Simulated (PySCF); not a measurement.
Species: C4H15Al2NO2.
Geometry (PBE0-D3(BJ)/def2-SVP, Å), atoms numbered from 1 in this order:
```
atom  x, y, z in Å
C1     1.6808   -0.3499    1.2148
N2     1.4628   -0.4300   -0.2049
C3     2.6420   -0.7981   -0.9405
Al4   -0.1251   -0.0871   -0.9693
O5    -0.9386    1.4606   -0.3201
C6    -0.5214    2.8003   -0.4492
Al7   -2.3511    0.7160    0.6336
O8    -1.5211   -0.8292    0.0178
C9    -1.7596   -2.1893    0.2973
H10    2.4493    0.4050    1.4831
H11    0.7555   -0.0723    1.7459
H12    2.0254   -1.3151    1.6423
H13    3.0380   -1.7887   -0.6336
H14    3.4703   -0.0718   -0.8035
H15    2.4291   -0.8521   -2.0205
H16   -0.2297   -0.2618   -2.5410
H17   -1.1241    3.3264   -1.2067
H18   -0.6198    3.3263    0.5137
H19    0.5366    2.8360   -0.7507
H20   -3.7612    0.9803   -0.0537
H21   -2.1484    0.8909    2.2053
H22   -2.5035   -2.6077   -0.3995
H23   -2.1303   -2.3090    1.3278
H24   -0.8224   -2.7591    0.2015
```

Computed with PySCF at PBE0/pcSseg-1, non-relativistic, on one gas-phase PBE0-D3(BJ)/def2-SVP geometry that isn't relaxed in the solvent. The solvent is an IEF-PCM continuum (Bondi radii, 1.10 Å for H, scaled by 1.2). Only the electrostatic response of the medium enters.

| run | E − E(gas) (kcal/mol) | HOMO (eV) | HOMO–LUMO gap (eV) | dipole (D) |
| --- | --- | --- | --- | --- |
| gas | 0.00 | -5.88 | 5.86 | 0.79 |
| P | -4.33 | -5.84 | 5.99 | 0.97 |
| Q | -4.95 | -5.84 | 6.01 | 1.00 |

Q: The runs were made in chloroform and tetrahydrofuran. Which run belongs to which solvent?

A: P = chloroform, Q = tetrahydrofuran. The dielectric constants are 4.711 (chloroform), 7.426 (tetrahydrofuran), and the energy falls further as ε rises. In this model the ground state sees the solvent through ε alone.

Q: How constant is the ratio of the lowering to (ε − 1)/(2ε + 1)?

A: 
| solvent | (ε − 1)/(2ε + 1) | E − E(gas) (kcal/mol) | ratio (kcal/mol) | polarisation term (kcal/mol) |
| --- | --- | --- | --- | --- |
| chloroform | 0.356 | -4.33 | -12.2 | -4.73 |
| tetrahydrofuran | 0.405 | -4.95 | -12.2 | -5.47 |

The ratio changes by +0.5 % in size from chloroform to tetrahydrofuran. The polarisation term is half the interaction of the solute with the induced surface charges.
